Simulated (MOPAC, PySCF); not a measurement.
Ligands exchanged one at a time, Al Br-SH. Isolated molecules, 0 K electronic values unless said otherwise. One relaxed conformer stands for each flexible species; it need not be the lowest. Strings in code marks are SMILES.

Quantity: redistribution energy (mixed species minus the weighted end members), in eV. Semi-empirical values (MOPAC) are differences of heats of formation.

Level 1: B3LYP/3-21G // B3LYP-D3(BJ)/def2-TZVP (PySCF)
Level 2: BP86/6-31G* // B3LYP-D3(BJ)/def2-TZVP (PySCF)
Level 3: PBE/6-31G* // B3LYP-D3(BJ)/def2-TZVP (PySCF)
Level 4: AM1 // B3LYP-D3(BJ)/def2-TZVP (MOPAC)

```tsv
species	level 2	level 3	level 4
2 of 3 Br replaced by SH: `[Al]([SH])([Br])[SH]` (H–S–Al–Br torsion -180°, Br–Al–S–H torsion 0°)	-0.068	-0.069	-0.057
1 of 3 Br replaced by SH: `[SH][Al]([Br])[Br]` (H–S–Al–Br torsion 0°)	-0.061	-0.061	-0.033
```

Q: What does level 1 give for each?

A: 
- 2 of 3 Br replaced by SH: `[Al]([SH])([Br])[SH]` (H–S–Al–Br torsion -180°, Br–Al–S–H torsion 0°): -0.053
- 1 of 3 Br replaced by SH: `[SH][Al]([Br])[Br]` (H–S–Al–Br torsion 0°): -0.041
